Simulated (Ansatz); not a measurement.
Born–Oppenheimer molecular dynamics of AlH$_{7}$O$_{4}$ (12 atoms, charge 0, multiplicity 1). It starts at the highest image of a converged band, a first-order saddle point between two minima.

Theory: RKS PBE0-D4/def2-SVP in Ansatz.

```
ensemble                      : NVE (velocity Verlet)
time step                     : 0.5 fs
steps asked                   : 200
starting velocities drawn for : 300 K
seed                          : 11093
```

Frames 2.5 fs apart, positions in Å.

Velocities at 50.0 fs (Å/ps):

```
Al -1.35 -2.35 -4.58
H -16.74 -1.60 17.47
O -0.82 5.36 -1.21
O -4.85 -5.48 1.81
H 0.98 0.48 -3.09
O 4.07 0.85 2.96
H 20.92 10.34 8.12
O 3.04 1.18 3.69
H 5.83 -19.81 4.70
H -2.02 16.08 -7.77
H 14.56 17.84 -27.15
H -10.11 9.26 15.33
```

```xyz
12
Properties=species:S:1:pos:R:3 time_fs=50.0 energy_less_start_eV=0.043 T=268
Al -0.053 -0.492 -0.257
H 0.844 -0.835 -1.649
O 0.374 -1.444 1.140
O -1.766 -0.181 -0.730
H -0.453 1.911 0.829
O -0.860 1.078 1.101
H 2.206 0.508 -0.831
O 1.716 0.949 -0.091
H 0.022 -2.332 1.249
H -2.215 -0.365 -1.554
H -1.643 0.910 0.524
H 2.278 0.674 0.693
12
Properties=species:S:1:pos:R:3 time_fs=52.5 energy_less_start_eV=0.013 T=291
Al -0.056 -0.498 -0.268
H 0.790 -0.835 -1.595
O 0.371 -1.432 1.136
O -1.777 -0.195 -0.725
H -0.456 1.914 0.823
O -0.849 1.080 1.107
H 2.239 0.547 -0.798
O 1.726 0.950 -0.081
H 0.047 -2.357 1.257
H -2.214 -0.328 -1.572
H -1.607 0.958 0.459
H 2.225 0.708 0.709
12
Properties=species:S:1:pos:R:3 time_fs=55.0 energy_less_start_eV=0.097 T=226
Al -0.060 -0.503 -0.278
H 0.730 -0.833 -1.551
O 0.368 -1.424 1.132
O -1.786 -0.209 -0.721
H -0.454 1.923 0.826
O -0.837 1.082 1.110
H 2.261 0.587 -0.771
O 1.734 0.950 -0.071
H 0.095 -2.317 1.254
H -2.196 -0.295 -1.583
H -1.562 0.998 0.421
H 2.164 0.741 0.742
12
Properties=species:S:1:pos:R:3 time_fs=57.5 energy_less_start_eV=0.119 T=209
Al -0.067 -0.507 -0.285
H 0.695 -0.838 -1.562
O 0.365 -1.414 1.127
O -1.794 -0.222 -0.716
H -0.437 1.936 0.850
O -0.826 1.085 1.108
H 2.309 0.608 -0.772
O 1.738 0.952 -0.062
H 0.133 -2.318 1.254
H -2.166 -0.269 -1.595
H -1.525 1.013 0.419
H 2.131 0.754 0.824
12
Properties=species:S:1:pos:R:3 time_fs=60.0 energy_less_start_eV=0.061 T=254
Al -0.074 -0.510 -0.288
H 0.691 -0.852 -1.634
O 0.363 -1.402 1.121
O -1.800 -0.235 -0.710
H -0.409 1.945 0.895
O -0.812 1.091 1.102
H 2.353 0.625 -0.743
O 1.739 0.952 -0.051
H 0.160 -2.357 1.258
H -2.130 -0.251 -1.614
H -1.525 1.001 0.428
H 2.090 0.762 0.850
12
Properties=species:S:1:pos:R:3 time_fs=62.5 energy_less_start_eV=0.042 T=268
Al -0.083 -0.512 -0.291
H 0.697 -0.862 -1.724
O 0.360 -1.394 1.115
O -1.804 -0.248 -0.704
H -0.378 1.952 0.947
O -0.797 1.098 1.094
H 2.384 0.645 -0.670
O 1.740 0.952 -0.039
H 0.201 -2.330 1.247
H -2.083 -0.240 -1.625
H -1.554 0.980 0.447
H 2.049 0.763 0.828
12
Properties=species:S:1:pos:R:3 time_fs=65.0 energy_less_start_eV=0.087 T=233
Al -0.092 -0.514 -0.294
H 0.687 -0.859 -1.784
O 0.359 -1.388 1.110
O -1.807 -0.259 -0.698
H -0.358 1.965 0.989
O -0.781 1.104 1.083
H 2.437 0.647 -0.609
O 1.735 0.954 -0.030
H 0.243 -2.303 1.231
H -2.031 -0.234 -1.629
H -1.573 0.974 0.487
H 2.038 0.739 0.862
12
Properties=species:S:1:pos:R:3 time_fs=67.5 energy_less_start_eV=0.107 T=219
Al -0.099 -0.514 -0.298
H 0.652 -0.838 -1.791
O 0.359 -1.379 1.105
O -1.809 -0.271 -0.692
H -0.363 1.980 1.012
O -0.765 1.107 1.071
H 2.493 0.641 -0.562
O 1.728 0.955 -0.021
H 0.277 -2.345 1.220
H -1.984 -0.233 -1.637
H -1.577 0.996 0.539
H 2.025 0.708 0.902
12
Properties=species:S:1:pos:R:3 time_fs=70.0 energy_less_start_eV=0.017 T=287
Al -0.105 -0.514 -0.303
H 0.599 -0.804 -1.749
O 0.360 -1.374 1.101
O -1.810 -0.281 -0.686
H -0.391 1.999 1.015
O -0.746 1.109 1.058
H 2.498 0.648 -0.503
O 1.724 0.952 -0.008
H 0.315 -2.343 1.199
H -1.942 -0.238 -1.641
H -1.594 1.042 0.578
H 1.978 0.691 0.884
12
Properties=species:S:1:pos:R:3 time_fs=72.5 energy_less_start_eV=0.069 T=248
Al -0.111 -0.512 -0.309
H 0.546 -0.765 -1.691
O 0.362 -1.373 1.099
O -1.812 -0.291 -0.681
H -0.429 2.027 1.005
O -0.726 1.109 1.046
H 2.488 0.658 -0.467
O 1.720 0.949 0.005
H 0.354 -2.300 1.168
H -1.909 -0.249 -1.635
H -1.615 1.098 0.609
H 1.914 0.669 0.890
12
Properties=species:S:1:pos:R:3 time_fs=75.0 energy_less_start_eV=0.101 T=223
Al -0.117 -0.508 -0.312
H 0.521 -0.732 -1.670
O 0.365 -1.369 1.097
O -1.815 -0.301 -0.677
H -0.460 2.047 0.990
O -0.707 1.110 1.033
H 2.505 0.652 -0.472
O 1.714 0.947 0.017
H 0.393 -2.329 1.140
H -1.892 -0.266 -1.633
H -1.609 1.136 0.648
H 1.847 0.632 0.950
12
Properties=species:S:1:pos:R:3 time_fs=77.5 energy_less_start_eV=0.089 T=232
Al -0.123 -0.502 -0.313
H 0.536 -0.711 -1.712
O 0.370 -1.366 1.095
O -1.819 -0.310 -0.673
H -0.467 2.051 0.976
O -0.690 1.114 1.019
H 2.498 0.647 -0.465
O 1.708 0.943 0.033
H 0.431 -2.351 1.110
H -1.893 -0.289 -1.636
H -1.596 1.138 0.689
H 1.780 0.605 0.959
```

Of the whole run (100 fs, mean temperature of the second half 275 K): The conserved energy stayed within 0.19 meV per atom of its start (net change 0.047 meV per atom), so the integration is sound. A run of 0.1 ps of so small a system gives no equilibrium averages. The orbitals stay closed-shell, which can raise the energy where a bond breaks towards radicals; this wasn't checked here.

The run took 9 min on 2 threads of Arm Neoverse V1, with other jobs on the host, peak memory 0.24 GiB.
